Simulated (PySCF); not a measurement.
These 10 structures share the formula C6H9NSi. Method: PySCF 2.14.0, PBE0-D3(BJ)/def2-SVP geometry optimisation, gas phase. One conformer each; no zero-point energy, no entropy. No frequencies were run at this level. Point groups hold within 0.08 Å.

Question: Order them by energy at this level, lowest first, and give relative energies in kcal/mol.
A. `[CH:1]#[C:2][SiH2:3]/[N:4]=[CH:5]\[CH:6]=[CH:7]/[CH3:8]` with C2–Si3–N4–C5 -121°, N4–C5–C6–C7 180°
B. `[N:1]#[C:2][Si@@H:3]1[CH2:4][C@@H:5]1[CH:6]1[CH2:7][CH2:8]1` with C4–C5–C6–C7 49°
C. `[CH:1]#[C:2]/[C:3](=[N:4]\[SiH3:5])[CH:6]1[CH2:7][CH2:8]1` with C2–C3–C6–C7 -36°
D. `[CH2:1]=[CH:2][c:3]1[cH:4][cH:5][n:6]([SiH3:7])[cH:8]1` with C1–C2–C3–C4 1°
E. `[CH:1]#[C:2][SiH2:3]/[N:4]=[CH:5]/[CH:6]=[CH:7]/[CH3:8]` with C2–Si3–N4–C5 -119°, N4–C5–C6–C7 -1°
F. `[SiH3:1][CH2:2][c:3]1[cH:4][cH:5][cH:6][n:7][cH:8]1` with Si1–C2–C3–C4 -85°
G. `[SiH3:1][CH2:2][c:3]1[cH:4][cH:5][cH:6][cH:7][n:8]1` with Si1–C2–C3–C4 89°
H. `[CH:1]#[C:2][SiH2:3]/[N:4]=[CH:5]/[CH:6]=[CH:7]\[CH3:8]` with C2–Si3–N4–C5 -121°, N4–C5–C6–C7 5°
I. `[SiH3:1][CH2:2][c:3]1[cH:4][cH:5][n:6][cH:7][cH:8]1` with Si1–C2–C3–C4 87°
J. `[N:1]#[C:2][C@:3]1([CH2:4][SiH3:5])[C@@H:6]2[CH2:7][C@H:8]12` with C2–C3–C4–Si5 67°

Answer: G (0.0), I (1.3), F (2.0), D (9.7), B (48.4), E (59.3), H (60.6), J (61.5), A (61.7), C (70.9).

As drawn, the lowest has an aromatic ring and an Si–C bond, which the highest lacks; the highest has a three-membered ring, a C≡C bond and a C=N bond, which the lowest lacks. Neighbours under 2.5 kcal/mol apart ([SiH3]Cc1ccccn1 and [SiH3]Cc1ccncc1; [SiH3]Cc1ccncc1 and [SiH3]Cc1cccnc1; C#C[SiH2]/N=C/C=C/C and C#C[SiH2]/N=C/C=C\C; C#C[SiH2]/N=C/C=C\C and N#C[C@]1(C[SiH3])[C@@H]2C[C@@H]21; others) can change places with a better method, another conformer or zero-point energy. C#C[SiH2]/N=C/C=C/C and C#C[SiH2]/N=C/C=C\C are stereoisomers, 1.3 kcal/mol apart in the conformers taken.

| SMILES | E (Eh) | E rel (kcal/mol) | dipole (D) | point group | A, B, C (MHz) |
| --- | --- | --- | --- | --- | --- |
| [SiH3]Cc1ccccn1 | -577.54671 | 0.0 | 1.87 | C1 | 4025, 1032, 929.2 |
| [SiH3]Cc1ccncc1 | -577.54466 | 1.3 | 2.55 | near Cs | 4090, 997.8, 905.7 |
| [SiH3]Cc1cccnc1 | -577.54354 | 2.0 | 2.27 | C1 | 4035, 1010, 910.6 |
| C=Cc1ccn([SiH3])c1 | -577.53130 | 9.7 | 2.05 | – | 6035, 873.1, 770.1 |
| N#C[Si@@H]1C[C@@H]1C1CC1 | -577.46953 | 48.4 | 3.57 | C1 | 2606, 1342, 1005 |
| C#C[SiH2]/N=C/C=C/C | -577.45221 | 59.3 | 2.05 | C1 | 3984, 631.1, 574.2 |
| C#C[SiH2]/N=C/C=C\C | -577.45018 | 60.6 | 1.50 | C1 | 3290, 764.5, 686.1 |
| N#C[C@]1(C[SiH3])[C@@H]2C[C@@H]21 | -577.44864 | 61.5 | 4.52 | C1 | 2636, 1286, 997.6 |
| C#C[SiH2]/N=C\C=C/C | -577.44837 | 61.7 | 3.04 | C1 | 4964, 616.9, 602.3 |
| C#C/C(=N\[SiH3])C1CC1 | -577.43370 | 70.9 | 2.34 | near Cs | 3092, 1044, 839.4 |

How do the relative energies change in single points at PBE0/pcSseg-1 (no added dispersion term) on the same geometries?

| SMILES | PBE0-D3(BJ)/def2-SVP (kcal/mol) | PBE0/pcSseg-1 (kcal/mol) | shift |
| --- | --- | --- | --- |
| [SiH3]Cc1ccccn1 | 0.0 | 0.0 | 0.0 |
| [SiH3]Cc1ccncc1 | 1.3 | 1.3 | 0.0 |
| [SiH3]Cc1cccnc1 | 2.0 | 2.1 | +0.1 |
| C=Cc1ccn([SiH3])c1 | 9.7 | 9.2 | -0.5 |
| N#C[Si@@H]1C[C@@H]1C1CC1 | 48.4 | 45.1 | -3.3 |
| C#C[SiH2]/N=C/C=C/C | 59.3 | 52.4 | -6.9 |
| C#C[SiH2]/N=C/C=C\C | 60.6 | 54.1 | -6.5 |
| N#C[C@]1(C[SiH3])[C@@H]2C[C@@H]21 | 61.5 | 60.0 | -1.5 |
| C#C[SiH2]/N=C\C=C/C | 61.7 | 55.3 | -6.4 |
| C#C/C(=N\[SiH3])C1CC1 | 70.9 | 67.6 | -3.3 |

Each column counts from its own lowest isomer. The lowest isomer stays, but the order above it changes; the largest shift is 6.9 kcal/mol.

As an exercise, what shares would exp(−E/RT) give at 2000 K from these electronic energies alone (no entropy, no degeneracies)?

RT = 3.974 kcal/mol: [SiH3]Cc1ccccn1 41.4 %, [SiH3]Cc1ccncc1 29.9 %, [SiH3]Cc1cccnc1 25.1 %, C=Cc1ccn([SiH3])c1 3.6 %, N#C[Si@@H]1C[C@@H]1C1CC1 under 0.1 %, C#C[SiH2]/N=C/C=C/C under 0.1 %, C#C[SiH2]/N=C/C=C\C under 0.1 %, N#C[C@]1(C[SiH3])[C@@H]2C[C@@H]21 under 0.1 %, C#C[SiH2]/N=C\C=C/C under 0.1 %, C#C/C(=N\[SiH3])C1CC1 under 0.1 %.
